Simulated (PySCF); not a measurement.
Species: F2H3PSi.
SMILES with atom numbers: `[F:1][P:2]([F:3])[SiH3:4]` (hydrogens: H5, H6, H7 on Si4)

The same species was optimised twice, with GFN2-xTB and with PBE0-D3(BJ)/def2-SVP (PySCF), and the same property calculations (PySCF, gas phase) were run on both structures.

| coordinate | GFN2-xTB | PBE0-D3(BJ)/def2-SVP | change |
| --- | --- | --- | --- |
| Si4–H6 (Å) | 1.462 | 1.493 | +0.031 |
| Si4–H7 (Å) | 1.462 | 1.493 | +0.031 |
| Si4–H5 (Å) | 1.462 | 1.491 | +0.029 |
| P2–Si4 (Å) | 2.296 | 2.306 | +0.010 |
| P2–F3 (Å) | 1.632 | 1.624 | -0.008 |
| F1–P2 (Å) | 1.632 | 1.624 | -0.008 |
| F1–P2–F3 (°) | 94.0 | 98.9 | +4.9 |
| P2–Si4–H7 (°) | 106.0 | 108.7 | +2.7 |
| P2–Si4–H6 (°) | 105.6 | 108.0 | +2.4 |
| H6–Si4–H7 (°) | 111.7 | 109.9 | -1.8 |
| P2–Si4–H5 (°) | 110.3 | 108.8 | -1.5 |
| H5–Si4–H6 (°) | 111.6 | 110.7 | -0.9 |
| F3–P2–Si4 (°) | 95.6 | 94.8 | -0.8 |
| H5–Si4–H7 (°) | 111.4 | 110.8 | -0.6 |

Rotational constants: A = 6526, B = 3188, C = 2589 MHz (GFN2-xTB) against A = 6328, B = 3232, C = 2551 MHz (PBE0-D3(BJ)/def2-SVP). Point groups within 0.08 Å: Cs and Cs.

On the GFN2-xTB structure: lowest singlet, TDDFT (eV) 4.64 [CAM-B3LYP/def2-SVPD]; lowest triplet, Tamm–Dancoff (eV) 3.75 [CAM-B3LYP/def2-SVPD]; isotropic polarisability (au) 55.6 [CAM-B3LYP/def2-SVPD]; HOMO (eV) -8.77 [CAM-B3LYP/def2-SVPD]; LUMO (eV) -0.11 [CAM-B3LYP/def2-SVPD]; dipole (D) 2.27 [CAM-B3LYP/def2-SVPD]; HOMO (eV) -7.40 [PBE0/pcSseg-1]; LUMO (eV) -1.04 [PBE0/pcSseg-1]; dipole (D) 2.20 [PBE0/pcSseg-1]; GIAO shielding of F1/F3 (mean) (ppm) 318.2 [PBE0/pcSseg-1]; GIAO shielding of P2 (ppm) -55.5 [PBE0/pcSseg-1]; GIAO shielding of Si4 (ppm) 427.3 [PBE0/pcSseg-1].

Task: What do these properties become on the PBE0-D3(BJ)/def2-SVP structure?

Result: 
| property | level | on GFN2-xTB | on PBE0-D3(BJ)/def2-SVP | change |
| --- | --- | --- | --- | --- |
| lowest singlet, TDDFT (eV) | CAM-B3LYP/def2-SVPD | 4.64 | 4.84 | +0.20 |
| lowest triplet, Tamm–Dancoff (eV) | CAM-B3LYP/def2-SVPD | 3.75 | 3.97 | +0.22 |
| isotropic polarisability (au) | CAM-B3LYP/def2-SVPD | 55.6 | 56.6 | +1.0 |
| HOMO (eV) | CAM-B3LYP/def2-SVPD | -8.77 | -8.75 | +0.02 |
| LUMO (eV) | CAM-B3LYP/def2-SVPD | -0.11 | 0.08 | +0.19 |
| dipole (D) | CAM-B3LYP/def2-SVPD | 2.27 | 1.95 | -0.32 |
| energy, GFN2-xTB geometry as zero (kcal/mol) | CAM-B3LYP/def2-SVPD | 0.0 | -0.8 | -0.8 |
| HOMO (eV) | PBE0/pcSseg-1 | -7.40 | -7.39 | +0.01 |
| LUMO (eV) | PBE0/pcSseg-1 | -1.04 | -0.85 | +0.19 |
| dipole (D) | PBE0/pcSseg-1 | 2.20 | 1.88 | -0.32 |
| energy, GFN2-xTB geometry as zero (kcal/mol) | PBE0/pcSseg-1 | 0.0 | -1.1 | -1.1 |
| GIAO shielding of F1/F3 (mean) (ppm) | PBE0/pcSseg-1 | 318.2 | 315.7 | -2.5 |
| GIAO shielding of P2 (ppm) | PBE0/pcSseg-1 | -55.5 | -35.4 | +20.1 |
| GIAO shielding of Si4 (ppm) | PBE0/pcSseg-1 | 427.3 | 425.8 | -1.5 |

The heavy atoms differ by 0.038 Å rms after alignment. Among all bonds Si4–H6 and Si4–H7 change most and about equally (+0.031 Å). Changes are differences of the printed values. Neither structure is proved a minimum here.
